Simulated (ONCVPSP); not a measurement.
# What one change does to a pseudopotential (Ar, ONCV)

ONCVPSP 4.0.1 input, shortened (lines: element, Z, core and valence counts, functional; n l f; lmax; l rc ep ncon nbas qcut; lloc lpopt rc5 dvloc0; l nproj debl; icmod fcfact rcfact), PBE, scalar-relativistic:

```
  Ar 18.00    3    2        4      upf
    1    0    2.00
    2    0    2.00
    2    1    6.00
    3    0    2.00
    3    1    4.00
    1
    0    1.05    0.00    4    7    6.60
    1    1.05    0.00    4    9    7.10
    1    5    1.05    0.00
    0    1    3.50
    1    0    2.40
    3    4.25    1.70
```

Change: core correction Teter function, fcfact 4.25, rcfact 1.48.

Cutoffs: the cutoffs (Ha) at which the residual kinetic energy of the hardest occupied pseudo-wave falls to 1 and 0.1 mHa per electron; they do not see the model core or the augmentation charge, which bear on the density cutoff. Errors are all-electron minus pseudo energies relative to the spin-unpolarised reference configuration.

How do hardness, ghosts and transferability respond?

The potential gets neither clearly harder nor softer (20 Ha and 134 Ha → 20 Ha and 134 Ha); of the 4 tests that both files solve, the error grows in 4 and shrinks in 0 by more than 15 % and 0.3 meV (median size 12.2 → 17.3 meV); neither file shows a bound ghost. That the errors move this way runs against the usual rule that smaller radii transfer better. A model core, the more so a compact one, raises the density cutoff, which this test does not measure.

```csv
quantity,base,changed
"cutoff, loose",20 Ha,20 Ha
"cutoff, tight",134 Ha,134 Ha
bound ghosts,none,none
GHOST(+) flags under 300 eV,none,none
"error for 3s2 3p6, meV [ΔE -44.72 eV]",+24,+32
"error for 3s2 3p5, meV [ΔE -28.66 eV]",+8.5,+12
"error for 3s2 3p3, meV [ΔE 42.58 eV]",+3.5,+13
"error for 3s2 3p5.5, meV [ΔE -38.17 eV]",+16,+22
s: phases at 1.06 bohr within 0.05 rad from the reference energy up to (Ha; the scan ends near 5),4.0,4.0
p: phases at 1.06 bohr within 0.05 rad from the reference energy up to (Ha; the scan ends near 5),to the end of the scan,to the end of the scan
"rms error of d²Exc/dni dnj with the model core, mHa",4.18,1.47
```
